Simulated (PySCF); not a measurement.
## Electron correlation in Au²⁺ (gold, charge +2)

Starting occupation: [Xe] 4f14 5d9, 5d3/2 with m_j = -3/2, -1/2, +1/2, +3/2, 5d5/2 with m_j = -3/2, -1/2, +1/2, +3/2, +5/2. Computed with PySCF 2.14 in x2c-QZVPPall-2c (16s16p12d7f2g, 191 functions), with X2C-1e with screened-nucleus spin-orbit coupling, Gaussian nucleus. Frozen: [Kr] 4d10 4f14; 17 electrons correlated; the 58 highest virtual spinors left out.

MP2 pair energies summed by pair of shells (mhartree):

```json
{"pair": "5d3/2-5d5/2", "energy": "-135.33", "share (%)": "25.2"}
{"pair": "5d5/2-5d5/2", "energy": "-76.42", "share (%)": "14.2"}
{"pair": "5d5/2-5p3/2", "energy": "-68.26", "share (%)": "12.7"}
{"pair": "5d3/2-5p3/2", "energy": "-53.18", "share (%)": "9.9"}
{"pair": "5d3/2-5d3/2", "energy": "-48.08", "share (%)": "9.0"}
{"pair": "5d5/2-5p1/2", "energy": "-24.75", "share (%)": "4.6"}
{"pair": "5p3/2-5p3/2", "energy": "-22.72", "share (%)": "4.2"}
{"pair": "5d3/2-5p1/2", "energy": "-21.51", "share (%)": "4.0"}
{"pair": "5p1/2-5p3/2", "energy": "-20.47", "share (%)": "3.8"}
{"pair": "5p3/2-5s1/2", "energy": "-17.57", "share (%)": "3.3"}
{"pair": "5d5/2-5s1/2", "energy": "-16.61", "share (%)": "3.1"}
{"pair": "5d3/2-5s1/2", "energy": "-13.46", "share (%)": "2.5"}
{"pair": "5p1/2-5s1/2", "energy": "-8.51", "share (%)": "1.6"}
{"pair": "5p1/2-5p1/2", "energy": "-5.28", "share (%)": "1.0"}
{"pair": "5s1/2-5s1/2", "energy": "-4.12", "share (%)": "0.8"}
```

Total MP2 correlation energy: -536.28 mhartree.

This basis was not built for core-valence correlation, so the inner-shell part is incomplete.
